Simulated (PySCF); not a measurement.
# How methods differ on the ionisation energy of W³⁰⁺

W³⁰⁺ [Kr] 4d8 (3F) → W³¹⁺ [Kr] 4d7 (4F), as a difference of total energies. Computed with PySCF 2.14 in an even-tempered Gaussian basis (19 s from 2.5 bohr⁻², ratio 2.5; 14 p from 3.2 bohr⁻², ratio 2.5; 9 d from 3.2 bohr⁻², ratio 2.5; 4 f from 17 bohr⁻², ratio 2.7; 3 g from 25 bohr⁻², ratio 2.7), with scalar relativity by spin-free X2C-1e. Correlated levels: outer shells: [Ar] 3d10 frozen; virtual orbitals above 40 to 60 times the deepest correlated orbital energy dropped. The calculations carry no spin-orbit coupling.

```tsv
method	ionisation energy (eV)
UHF	1232.0
MP2 (outer shells)	1232.5
SCS-MP2 (outer shells)	1232.5
CCSD (outer shells)	1232.5
CCSD(T) (outer shells)	1232.5
```

Spin-orbit coupling is strong in these open shells (close to jj coupling). The scalar numbers leave it out and a first-order estimate fails, so it can dominate the gap to the real levels.

Breit and QED terms and the two-electron picture change are absent.

For comparison: 1230.4 ± 1.4 eV (semi-empirical (NIST evaluation); NIST Atomic Spectra Database, ionization energies).
